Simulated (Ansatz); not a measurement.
`[F][Ga]([Cl])[Cl]` + HI → `[Cl][Ga]([Cl])[I]` + H–F at 298.15 K and 1 bar (ligand exchange at a Ga–F bond).

Program: Ansatz. Geometries: PBE0-D4/def2-TZVP. ΔE: electronic, gas phase. CBS: MP2 limit from def2 TZ/QZ plus the TZ coupled-cluster correction, frozen cores. This one scheme is used for every species. def2 core potentials past Kr. For Ga, I outer-core shells are correlated without core-valence functions, which leaves a few kJ/mol of doubt a bond. Scalar relativity is left out up to krypton.

```json
{"species": "`[F][Ga]([Cl])[Cl]`", "CCSD(T)/CBS energy (Eh)": "-2943.43698", "H − E (kJ/mol)": "29.0", "S (J/(mol·K))": "323.9"}
{"species": "HI", "CCSD(T)/CBS energy (Eh)": "-298.03592", "H − E (kJ/mol)": "22.7", "S (J/(mol·K))": "206.5"}
{"species": "`[Cl][Ga]([Cl])[I]`", "CCSD(T)/CBS energy (Eh)": "-3141.09973", "H − E (kJ/mol)": "27.0", "S (J/(mol·K))": "354.8"}
{"species": "H–F", "CCSD(T)/CBS energy (Eh)": "-100.39570", "H − E (kJ/mol)": "33.5", "S (J/(mol·K))": "173.6"}
```

H − E and S are ideal-gas, rigid-rotor, harmonic terms from PBE0-D4/def2-TZVP. 1 Eh = 2625.50 kJ/mol, R = 8.31446 J/(mol·K).

By hand: ΔE, ΔH, ΔS and ΔG.

ΔE = (-3141.09973) + (-100.39570) − (-2943.43698) − (-298.03592) = -0.02253 Eh = -59.2 kJ/mol. Δ(H − E) = 27.0 + 33.5 − 29.0 − 22.7 = 8.8, so ΔH = -50.4 kJ/mol. ΔS = 354.8 + 173.6 − 323.9 − 206.5 = -2.0 J/(mol·K). ΔG = -50.4 − 298.15 × (-2.0)/1000 = -49.8 kJ/mol.

By hand: the equilibrium constant, and the temperature at which ΔG would vanish if ΔH and ΔS stayed fixed.

log₁₀ K = −ΔG/(RT ln 10) = 8.7. ΔG = 0 at ΔH/ΔS = 25200 K, far beyond where these terms or the molecules hold.

The number of gas molecules stays the same, so ΔS is small and ΔH decides. A doubt of 5 kJ/mol in ΔE shifts log₁₀ K by 0.9 here. These are equilibria of isolated gas molecules and say nothing of rates. Largest T1 diagnostic: 0.012 (customary marks: 0.02 for closed shells, 0.045 for open ones).
